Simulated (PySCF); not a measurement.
**Basis and Hamiltonian dependence of the excitation energy of Ge⁺**

Ge⁺ [Ar] 3d10 4s2 4p1 (2P) → Ge⁺ [Ar] 3d10 4s2 5s1 (2S). Calculated with PySCF 2.14 from differences of total energies of unrestricted determinants, without spin-orbit coupling. Values in eV.

| basis | Hamiltonian | functions | UHF | PBE | PBE0 | MP2 (valence) | CCSD(T) (valence) |
| --- | --- | --- | --- | --- | --- | --- | --- |
| ANO-RCC-VTZP | spin-free X2C | 43 | 8.685 | 8.295 | 8.462 | 8.539 | 8.540 |
| aug-cc-pVTZ-PP with ECP10MDF | ECP | 55 | 7.423 | 7.312 | 7.444 | 7.442 | 7.477 |
| x2c-TZVPPall with one added diffuse shell each of s, p, d type | spin-free X2C | 57 | 7.385 | 7.362 | 7.465 | 7.411 | 7.450 |
| aug-cc-pVQZ-PP with ECP10MDF | ECP | 89 | 7.427 | 7.316 | 7.448 | 7.467 | 7.496 |
| def2-QZVPPD | non-relativistic | 95 | 7.506 | 7.467 | 7.579 | 7.539 | 7.565 |
| aug-cc-pwCVTZ-PP with ECP10MDF | ECP | 96 | 7.429 | 7.324 | 7.454 | 7.451 | 7.486 |
| x2c-QZVPPall with one added diffuse shell each of s, p, d, f type | spin-free X2C | 113 | 7.430 | 7.382 | 7.496 | 7.469 | n/a |

Frozen in the all-electron rows: valence: [Ar] 3d10; with a core potential, the same shells as far as they lie outside it.

At UHF, ANO-RCC-VTZP lies more than 0.3 eV from the median of the rows with comparable relativity. Of these, ANO-RCC-VTZP has no diffuse functions of the l that the added or promoted electron needs.

Non-relativistic rows lack the scalar-relativistic shift.

Reference for a calculation without spin-orbit coupling: 7.591 eV (measured, between term centres; NIST).
